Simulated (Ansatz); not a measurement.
Si(Me)(Cl)3 (CH3Cl3Si), SMILES C[Si](Cl)(Cl)Cl.

Geometry optimised at B3LYP-D3(BJ)/def2-SVP. The isomer is the one that the SMILES or the coordinates give; other isomers of the formula were not compared.

Two levels are set side by side: PBE/def2-SVPD (Ansatz, a program for electronic structure) and CAM-B3LYP/def2-SVPD (Ansatz). Energy differences of separate SCF runs at the same geometry; the states with an electron removed or added have multiplicity 2 and 2. Differences are taken from unrounded values.

```csv
quantity,PBE
vertical ionisation energy (eV),10.70
vertical singlet–triplet gap (eV),6.53
```

### Question
These are the PBE values. What does CAM-B3LYP give? (The exact figures need the calculation; the answer reports its results.)

### Answer

```csv
quantity,CAM-B3LYP,PBE minus CAM-B3LYP
vertical ionisation energy (eV),11.58,-0.89
vertical singlet–triplet gap (eV),7.57,-1.04
```
